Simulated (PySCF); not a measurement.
A GIAO shielding run with PySCF 2.14.0 with density-fitted response routines (density fitting, non-relativistic, gas phase) on `FC(F)[C@@H]1CC[SiH2][SiH2]1`, C₄H₁₀F₂Si₂:

```
$ OMP_NUM_THREADS=1 python probes_run.py task.json out

{"job": {"kind": "nmr", "xc": "PBE0", "basis": "pcSseg-1"}, "charge": 0, "multiplicity": 1}
F      2.267005    -0.442326     1.412315
C      2.180738     0.365529     0.321673
F      3.101536    -0.108806    -0.559034
C      0.796013     0.340078    -0.276573
C     -0.221104     0.918860     0.711182
C     -1.644918     0.819871     0.164070
Si    -1.980135    -0.987725    -0.383142
Si     0.253328    -1.441698    -0.795219
H      2.519232     1.366549     0.639434
H      0.837850     0.982252    -1.162373
H      0.025270     1.963396     0.933600
H     -0.152709     0.364416     1.651851
H     -1.745177     1.492499    -0.690179
H     -2.347350     1.169673     0.919612
H     -2.922427    -0.995642    -1.507102
H     -2.620616    -1.722839     0.714300
H      0.925446    -2.418272     0.062822
H      0.719258    -1.659497    -2.168895
```

Hardware: 1 thread of an AMD EPYC 9R45 96-Core, shared host. The job also computes population analyses, field gradients, ring-centre shieldings.

**Question.** How large is the calculation?

**Answer.** 80 electrons, 200 basis functions and 1084 auxiliary functions.

**Question.** How long does it take, and how much memory does it need?

**Answer.** 25 s of wall time, with 13 SCF cycles and 4 response iterations; peak memory 0.91 GiB. Times on a shared host scatter by some tens of per cent.
